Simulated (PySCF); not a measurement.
Telling isomers of C6H12O2Si apart by NMR

- shieldings: GIAO PBE0/pcSseg-1
- GFN2-xTB geometry
- program: PySCF 2.14.0 with density-fitted response routines
- one averaged value for each set of equivalent atoms, one conformer, relativity neglected, gas phase

Chemical shifts δ = σref − σ; TMS for 1H, 13C, all at this level. Where no couplings were computed, multiplicities follow the n + 1 count of equivalent neighbours, and m marks all less simple cases (inequivalent or close neighbours, rings, F or P nearby). Shifts are as computed. Against solution values, carbons near 30 ppm lie about +3 ppm off and those near 130 ppm about +5 ppm. Of 1309 compounds with measured shifts, 239 miss one by over three times the rms of a fit or turn the order of signals round; such compounds aren't used in these exercises.

(1) Tabulate the signals of `C=CO[C@@H]1COCC[SiH2]1`, `CC(C)=C(C)[SiH2]OC=O` and their relative energies.

(2) What is the quickest way to tell C=CO[C@@H]1COCC[SiH2]1 from CC(C)=C(C)[SiH2]OC=O?

Answers

(1) 
```tsv
SMILES	carbon types	δC	δH	E rel. (kcal/mol)
C=CO[C@@H]1COCC[SiH2]1	2×CH 4×CH2	158.5, 88.4, 75.5, 72.2, 63.8, 12.3	6.66 (m, 1H), 4.74 (m, 1H), 4.61 (m, 1H), 4.53 (m, 1H), 4.17 (m, 1H), 4.12 (m, 1H), 4.02 (m, 1H), 3.90 (m, 1H), 3.56 (m, 1H), 3.48 (m, 1H), 1.12 (m, 1H), 0.68 (m, 1H)	48.3
CC(C)=C(C)[SiH2]OC=O	2×C 1×CH 3×CH3	165.6, 158.0, 128.0, 29.4, 23.7, 17.8	8.38 (s, 1H), 5.38 (s, 2H), 1.85 (s, 3H), 1.81 (s, 3H), 1.61 (s, 3H)	0.0
```

Energies are electronic energies at PBE0/pcSseg-1 on these geometries, without zero-point or thermal terms, each for the one conformer computed, which needn't be the lowest.

(2) Both give the same number of carbon signals, but DEPT or the intensities differ. The first has a β carbon of an enol-ether or enamine type C=C (CH2) at 88.4 ppm, the second a fully substituted alkene carbon (C) at 158.0 ppm. Their most deshielded carbons lie at 158.5 and 165.6 ppm. In the proton spectra the most deshielded non-exchanging signals are 6.66 (m, 1H) and 8.38 (s, 1H).
